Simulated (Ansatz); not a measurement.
This Ansatz (a quantum-chemistry and plane-wave program) input (CCSD(T)/pcseg-2) gives -54.50967 Eh with 30 basis functions. A basis named .json is the Basis Set Exchange file of that set (core-valence sets with the plain set on hydrogen).

Ansatz 0.2 input:
```yaml
crystal:
  periodic: [false, false, false]
  atoms:
    - {symbol: N, position_ang: [0.00000000, 0.00000000, 0.00000000]}
basis:
  gaussian:
    orbitals: pcseg-2
magnetization: {spin_polarized: true, initial_magnetization: 3}
correlation: {method: ccsd_t, electrons: outside_noble_gas}
scf: {lower_state_search: full}
```

Change:
```diff
- orbitals: pcseg-2
+ orbitals: def2-TZVPPD.json
```

### Question
What does the run give now?

### Answer
-54.51655 Eh (CCSD(T)/def2-TZVPPD, 37 functions), a change of -6.88 mEh.
